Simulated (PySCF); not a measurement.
Several molecules and their computed UV-vis stick spectra, shuffled. The calculation used TDDFT PBE0/def2-SVPD, vertical, gas phase, core orbitals frozen in the response (PySCF 2.14.0, density-fitted response routines). Geometries: GFN2-xTB; one conformer of each isolated species. Triplets are in the Tamm–Dancoff approximation.

A. `C=C=CC(F)F` (C4H4F2)
B. `Cl/C=C1C=C/1Cl` (C4H2Cl2)
C. `N=O` (HNO)
D. `FC(F)CCl` (C2H3ClF2)
E. `C=CO[SiH2]S[SiH3]` (C2H8OSSi2)

Lowest singlet levels (six at most, fewer where fewer were computed) with oscillator strengths:

1. 1.42 eV (f 0.000); 6.70 eV (f 0.076); 7.32 eV (f 0.002); 8.44 eV (f 0.026); 8.82 eV (f 0.001); 9.02 eV (f 0.072); T1 0.34 eV
2. 5.74 eV (f 0.002); 5.97 eV (f 0.007); 6.03 eV (f 0.012); 6.35 eV (f 0.001); 6.42 eV (f 0.001); 6.73 eV (f 0.009); T1 4.42 eV
3. 7.37 eV (f 0.003); 7.45 eV (f 0.002); 8.57 eV (f 0.018); 8.67 eV (f 0.036); 9.06 eV (f 0.007); 9.14 eV (f 0.006); T1 6.61 eV
4. 4.09 eV (f 0.020); 5.04 eV (f 0.000); 5.92 eV (f 0.000); 6.01 eV (f 0.000); 6.27 eV (f 0.000); 6.54 eV (f 0.001); T1 3.11 eV
5. 6.02 eV (f 0.000); 6.27 eV (f 0.000); 7.33 eV (f 0.009); 7.81 eV (f 0.143); 7.85 eV (f 0.008); 8.07 eV (f 1.090); T1 4.63 eV

Question: Match each spectrum to its molecule.

Answer: 1 = C, 2 = E, 3 = D, 4 = B, 5 = A.
- A: S1 at 6.02 eV, HOMO-1→LUMO (68%), HOMO→LUMO+1 (31%); Löwdin shares by element: HOMO carbon 81% or more (atoms not listed hold the other 19%); LUMO carbon 76% (atoms not listed hold the other 24%); HOMO -8.38 and LUMO -0.42 eV; point group Cs, 2 of its 6 listed states under f = 0.0005.
- B: S1 at 4.09 eV, HOMO→LUMO (99%); Löwdin shares by element: HOMO carbon 61% or more, chlorine 24% or more (atoms not listed hold the other 15%); LUMO carbon 72% or more, chlorine 14% or more, hydrogen 8% or more; HOMO -6.30 and LUMO -1.14 eV; point group Cs, 4 of its 6 listed states under f = 0.0005.
- C: S1 at 1.42 eV, HOMO→LUMO (100%); Löwdin shares by element: HOMO oxygen 49%, nitrogen 40%, hydrogen 11%; LUMO nitrogen 51%, oxygen 44%, hydrogen 5%; HOMO -7.17 and LUMO -3.01 eV; point group Cs, 1 of its 6 listed states under f = 0.0005.
- D: S1 at 7.37 eV, HOMO→LUMO (96%); Löwdin shares by element: HOMO chlorine 79%, carbon 13% or more, hydrogen 4% or more; LUMO chlorine 50%, carbon 31%, fluorine 6% or more; HOMO -9.10 and LUMO -0.01 eV.
- E: S1 at 5.74 eV, HOMO-1→LUMO (54%), HOMO→LUMO (42%); Löwdin shares by element: HOMO carbon 53%, oxygen 18%, sulfur 16%; LUMO silicon 42%, sulfur 20%, hydrogen 8% or more (atoms not listed hold the other 31%); HOMO -7.25 and LUMO -0.27 eV.
